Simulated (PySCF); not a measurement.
Task: Write Cartesian coordinates for SiEt2(NHEt)2 (`CCN[Si](CC)(CC)NCC`) as optimised with PBE0-D3(BJ)/def2-SVP.

Result: 
```
atom  x, y, z in Å
Si1    0.300    0.145    0.158
C2     0.240    0.320    2.038
C3    -1.167    0.219    2.620
H4     0.712    1.277    2.326
H5     0.889   -0.466    2.464
H6    -1.178    0.320    3.717
H7    -1.829    0.996    2.207
H8    -1.625   -0.753    2.375
C9     2.096    0.021   -0.408
C10    2.916    1.260   -0.057
H11    2.095   -0.140   -1.501
H12    2.560   -0.881    0.028
H13    3.944    1.205   -0.451
H14    2.453    2.172   -0.466
H15    2.995    1.399    1.033
N16   -0.554    1.527   -0.452
C17   -0.944    1.743   -1.825
C18   -2.385    2.208   -1.960
H19   -0.631    2.349    0.136
H20   -0.278    2.468   -2.337
H21   -0.820    0.786   -2.358
H22   -3.072    1.472   -1.515
H23   -2.665    2.354   -3.016
H24   -2.543    3.167   -1.439
N25   -0.536   -1.240   -0.480
C26    0.006   -2.556   -0.727
C27   -0.015   -3.488    0.479
H28   -1.545   -1.235   -0.366
H29   -0.537   -3.031   -1.564
H30    1.044   -2.446   -1.082
H31    0.581   -3.073    1.307
H32    0.391   -4.482    0.230
H33   -1.043   -3.628    0.850
```

Any rigid rotation of these coordinates is as good. Atoms count from 1 in this order. N16 (nitrogen bonded to C, Si and H) is almost planar (angles 125.9°, 118.7° and 114.2°, sum 358.8°, 0.09 Å off the plane of its three neighbours). Si1 (silicon bonded to 2 C and 2 N) is distorted tetrahedral (angles from 105.1° to 115.1°). Of the pairs four or more bonds apart, C9···H30 is among the closest relative to their van der Waals radii: 2.77 Å, 95 % of the sum of Bondi's values.

Bonds between heavy atoms (Å): Si1–C2 1.889, Si1–C9 1.887, Si1–N16 1.735, Si1–N25 1.739, C2–C3 1.526, C9–C10 1.527, N16–C17 1.444, C17–C18 1.520, N25–C26 1.444, C26–C27 1.524.

Computed, not measured: PBE0-D3(BJ)/def2-SVP geometry optimisation, gas phase in PySCF 2.14.0.

Point group: C1 (no symmetry element, even within 0.4 Å). No PBE0-D3(BJ)/def2-SVP frequencies stand behind this structure, so it isn't proved a minimum. One conformer, not necessarily the lowest (C9–Si1–C2–C3 -171°, C2–Si1–C9–C10 -61°, C2–Si1–N16–C17 -171°, C2–Si1–N25–C26 -91°, Si1–N16–C17–C18 134°).
